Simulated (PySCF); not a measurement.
## Ionisation energy of P⁺ by level of theory

P⁺ [Ne] 3s2 3p2 (3P) → P²⁺ [Ne] 3s2 3p1 (2P), as a difference of total energies. Computed with PySCF 2.14 in aug-cc-pVDZ-DK, with scalar relativity by spin-free X2C-1e. Correlated levels: valence: [Ne] frozen. The calculations carry no spin-orbit coupling.

```tsv
method	ionisation energy (eV)
UHF	19.160
B3LYP	19.751
PBE0	19.818
MP2 (valence)	19.478
SCS-MP2 (valence)	19.399
CCSD (valence)	19.509
CCSD(T) (valence)	19.521
```

**Question.** How much does correlation contribute at CCSD(T) (valence)?

**Answer.** 19.521 − (19.160) = 0.361 eV, measured against UHF.

The reference lies between the lowest fine-structure levels, while these numbers refer to the centres of the terms.

Errors of the correlated levels include the incompleteness of this basis and the frozen core.

For comparison: 19.769 eV (semi-empirical (NIST evaluation); NIST Atomic Spectra Database, ionization energies).
